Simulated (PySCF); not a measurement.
## Simulated characterisation data

Equivalent nuclei averaged, relativity neglected, no solvent, a single conformation. Coordinates at the GFN2-xTB level; PBE0/pcSseg-1 with gauge-including orbitals; PySCF 2.14.

Chemical shifts δ = σref − σ; TMS for 1H, 13C, all at this level. Splittings of carbon signals by F and P are missing where no couplings were computed. Where no couplings were computed, multiplicities follow the n + 1 count of equivalent neighbours, and m marks all less simple cases (inequivalent or close neighbours, rings, F or P nearby). Acid and N–H amide carbonyl carbons lie up to 10 ppm further downfield in solution (hydrogen bonding). Shifts are as computed. Against solution values, carbons near 30 ppm lie about +3 ppm off and those near 130 ppm about +5 ppm. Of 1309 compounds with measured shifts, 239 miss one by over three times the rms of a fit or turn the order of signals round; such compounds aren't used in these exercises. OH and NH positions are gas-phase values without hydrogen bonding to other molecules.

**1.** `O=C(C=C)[Si@@H](F)OC(C)C`, C6H11FO2Si. 1H NMR (400 MHz, computed): δ 7.40 (m, 1H), 6.63 (m, 1H), 5.86 (m, 1H), 4.67 (m, 1H), 4.62 (m, 1H), 1.51 (d, 3H), 1.44 (d, 3H). 13C{1H} NMR (computed): δ 228.2, 139.1, 133.7, 72.0, 28.4, 27.9.

**2.** SMILES C1C[C@H]([C@@H](C)F)[Si@@H]1C(=O)O, C6H11FO2Si. 1H NMR (400 MHz, computed): δ 6.86 (br s, 1H), 5.23 (m, 1H), 5.15 (m, 1H), 2.26 (m, 1H), 2.14 (m, 1H), 1.85 (m, 1H), 1.59 (m, 1H), 1.58 (m, 1H), 1.23 (m, 3H). 13C{1H} NMR (computed): δ 185.7 (C), 93.2 (CH), 39.1 (CH), 24.3 (CH2), 22.3 (CH3), 10.0 (CH2).

**3.** SMILES [SiH2](/C=C(/CC)C(=O)O)CF, C6H11FO2Si. 1H NMR (400 MHz, computed): δ 7.57 (m, 1H), 6.48 (br s, 1H), 4.75 (m, 2H), 4.65 (m, 2H), 2.51 (q, 2H), 1.30 (t, 3H). 13C{1H} NMR (computed): δ 176.8 (C), 159.5 (CH), 153.5 (C), 81.7 (CH2), 28.9 (CH2), 12.3 (CH3).
